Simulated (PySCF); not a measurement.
C3H11NSi2, SMILES C=C([SiH3])C[SiH2]N.

Geometry: PBE0-D3(BJ)/def2-SVP. The structure was generated by enumeration, and PubChem lists no compound with its InChIKey, so it may never have been made. Other conformers were not sampled.

Method: PBE0-D3(BJ)/def2-SVP (PySCF 2.14.0).

Frequencies are harmonic and unscaled.

| mode | ν (cm⁻¹) | IR (km/mol) | moving atoms (share of kinetic energy) |
|---|---|---|---|
| 1 | 57 | 0.9 | N 36 %, H 31 %, Si 26 % |
| 2 | 64 | 0.4 | C 37 %, H 35 %, Si 24 % |
| 3 | 101 | 0.6 | H 55 %, Si 27 %, C 10 %, N 9 % |
| 4 | 122 | 1.8 | H 65 %, C 15 %, Si 14 % |
| 5 | 146 | 13.4 | H 69 %, C 14 %, Si 11 % |
| 6 | 211 | 2.3 | H 38 %, C 28 %, Si 22 %, N 12 % |
| 7 | 281 | 10.5 | H 40 %, C 33 %, N 15 %, Si 12 % |
| 8 | 357 | 4.3 | C 39 %, H 38 %, Si 24 % |
| 9 | 379 | 1.9 | C 46 %, H 43 % |
| 10 | 403 | 188.6 | H 80 %, N 19 % |
| 11 | 498 | 9.4 | H 91 % |
| 12 | 613 | 35.7 | H 47 %, C 33 %, Si 19 % |
| 13 | 635 | 24.9 | H 66 %, C 19 %, Si 13 % |
| 14 | 659 | 29.0 | H 79 %, C 10 %, Si 9 % |
| 15 | 670 | 23.1 | H 55 %, C 31 %, Si 14 % |
| 16 | 718 | 16.1 | H 59 %, C 27 %, Si 13 % |
| 17 | 768 | 20.0 | H 74 %, C 15 % |
| 18 | 832 | 17.7 | H 45 %, N 30 %, Si 13 %, C 12 % |
| 19 | 851 | 7.0 | H 66 %, C 22 % |
| 20 | 871 | 94.8 | H 58 %, N 20 %, Si 18 % |
| 21 | 913 | 398.6 | H 85 %, Si 11 % |
| 22 | 930 | 39.8 | H 97 % |
| 23 | 934 | 118.9 | H 81 %, Si 13 % |
| 24 | 946 | 20.3 | H 73 %, C 27 % |
| 25 | 953 | 45.6 | H 96 % |
| 26 | 964 | 93.6 | H 91 % |
| 27 | 977 | 24.1 | H 54 %, C 45 % |
| 28 | 1093 | 0.8 | H 81 %, C 18 % |
| 29 | 1156 | 50.8 | H 67 %, C 31 % |
| 30 | 1247 | 22.4 | C 62 %, H 37 % |
| 31 | 1415 | 9.7 | H 89 %, C 11 % |
| 32 | 1437 | 6.7 | H 86 %, C 14 % |
| 33 | 1548 | 42.7 | H 90 %, N 10 % |
| 34 | 1690 | 3.7 | C 89 %, H 11 % |
| 35 | 2181 | 119.7 | H 97 % |
| 36 | 2214 | 111.0 | H 97 % |
| 37 | 2223 | 95.7 | H 98 % |
| 38 | 2234 | 91.7 | H 97 % |
| 39 | 2239 | 113.4 | H 96 % |
| 40 | 3054 | 8.7 | H 95 % |
| 41 | 3118 | 3.3 | H 91 %, C 9 % |
| 42 | 3134 | 9.6 | H 94 % |
| 43 | 3239 | 4.6 | H 90 %, C 10 % |
| 44 | 3608 | 31.9 | H 96 % |
| 45 | 3704 | 31.4 | H 91 %, N 9 % |
